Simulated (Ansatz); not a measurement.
Pulling on the B1–H2 bond in C2H7B (SMILES BCC) (multiplicity 1 held, fragments rigid). Energies count from the point at 1.195 Å.
Geometry at that point (charge 0, multiplicity 1):
| atom | x (Å) | y (Å) | z (Å) |
|---|---|---|---|
| B | -0.7451 | 1.0097 | 0.7393 |
| H | -1.0555 | 1.2698 | 1.8631 |
| H | -1.1425 | 1.7179 | -0.1381 |
| C | 0.2045 | -0.1837 | 0.4538 |
| C | 0.3821 | -0.6374 | -0.9973 |
| H | -0.0317 | -1.0298 | 1.1103 |
| H | 1.1699 | 0.1762 | 0.8572 |
| H | 0.6743 | 0.1982 | -1.6362 |
| H | -0.5510 | -1.0392 | -1.3976 |
| H | 1.1427 | -1.4149 | -1.0944 |

Unrestricted levels (U-) break spin symmetry where that is lower. Active spaces are followed from a long bond inwards. Levels need not reach the same state.

Frozen-core correlation.

Run with Ansatz (a quantum-chemistry and plane-wave program) with Gaussian orbitals. 

Energies in kcal/mol.

| R (Å) | U-HF/cc-pVDZ | U-MP2/cc-pVDZ | FIC-NEVPT4(SD) on CASSCF(2,2)/cc-pVDZ | FIC-MRCISD on CASSCF(2,2)/cc-pVDZ | FIC-MRCISD+Q on CASSCF(2,2)/cc-pVDZ |
|---|---|---|---|---|---|
| 0.956 | 27.0 | 27.8 | 28.3 | 28.3 | 28.2 |
| 1.075 | 5.8 | 6.2 | 6.5 | 6.5 | 6.4 |
| 1.195 | 0.0 | 0.0 | 0.0 | 0.0 | 0.0 |
| 1.314 | 2.9 | 2.5 | 2.1 | 2.1 | 2.2 |
| 1.433 | 10.6 | 9.8 | 8.9 | 8.8 | 9.1 |
| 1.613 | 26.3 | 24.9 | 23.1 | 22.9 | 23.3 |
| 1.792 | 43.6 | 41.5 | 38.5 | 38.1 | 38.7 |
| 2.090 | 68.0 | 74.2 | 61.6 | 61.0 | 61.9 |
| 2.389 | 79.1 | 91.2 | 79.3 | 78.4 | 79.6 |
| 2.747 | 84.3 | 98.9 | 92.9 | 91.9 | 93.2 |
| 3.225 | 86.4 | 102.1 | 101.5 | 100.3 | 101.8 |
| 3.822 | 87.0 | 103.1 | 104.7 | 103.5 | 105.0 |

Doubts at one or more of the structures used: a spin-contaminated determinant (U-HF/cc-pVDZ, U-MP2/cc-pVDZ).
